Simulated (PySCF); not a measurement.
**A survey of ¹⁵N NMR shifts**

Computed data (PySCF 2.14): coordinates at the PBE0-D3(BJ)/def2-SVP level, GIAO PBE0/pcSseg-1 shieldings. Non-relativistic Hamiltonian, fast rotation and ring inversion assumed for equivalent nuclei, gas phase, a single conformation.

Shieldings were converted by a linear fit to measured shifts: ¹⁵N: δ = -150.42 − 0.915σ (rms 7.2 ppm, 78 shifts vs CH3NO2, solution or neat liquid). A few per cent of atoms miss by over 2 rms, more outside the fitted compound classes.

Task: Give the ¹⁵N shifts of `CC#C[BH2-][N+]#CCCC`, `[BH3-][n+]1cccc(CC)c1`.

Result: 
```tsv
compound	environment	δ (ppm)
CC#C[BH2-][N+]#CCCC	donor nitrogen of a Lewis adduct	-178.5
[BH3-][n+]1cccc(CC)c1	donor nitrogen of a Lewis adduct	-122.8
```

Task: Order these by ¹⁵N shift, lowest first.
A. CC[P@H+]([BH2-]C#N)C1CC1
B. C[NH2+][BH2-]c1ccccc1
C. [BH3-][n+]1cccc(CC)c1
D. CC#C[B@@H-](CC)[N+]#CC

Result: B (-341.3 ppm, donor nitrogen of a Lewis adduct), D (-173.6 ppm, donor nitrogen of a Lewis adduct), C (-122.8 ppm, donor nitrogen of a Lewis adduct), A (-83.8 ppm, nitrile nitrogen).

Unscaled 11B shifts against computed BF3·OEt2 can miss by 10 ppm or more.
